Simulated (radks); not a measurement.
Species: the boron ion B3+. Configuration: 2s2 (not the ground configuration).

All-electron calculation, Dirac Kohn-Sham, RPBE, spin-unpolarised, spherical densities, finite nucleus; Fermi nuclear charge, rms radius 2.406 fm. Program: a radial shooting solver on a logarithmic mesh with Libxc functionals.

Energy parts (hartree):
| part | energy |
|---|---|
| total | -5.64137 |
| kinetic | 5.61126 |
| electron-nucleus | -11.85420 |
| Hartree | 1.44596 |
| exchange-correlation | -0.84438 |

Orbitals (lengths in bohr, moments of r in powers of bohr):
orbital,occ.,eigenvalue (hartree),<1/r>,<r^2>
2s1/2,2,-2.21054,1.185,1.827

The highest occupied level is 2s1/2 at -60.152 eV. Summed over all electrons, <r^2> = 3.655 bohr^2, which gives a Langevin (diamagnetic) susceptibility term of -2.89 x 10^-6 cm^3/mol. The density falls to 0.001 e/bohr^3 at r = 2.60 bohr.
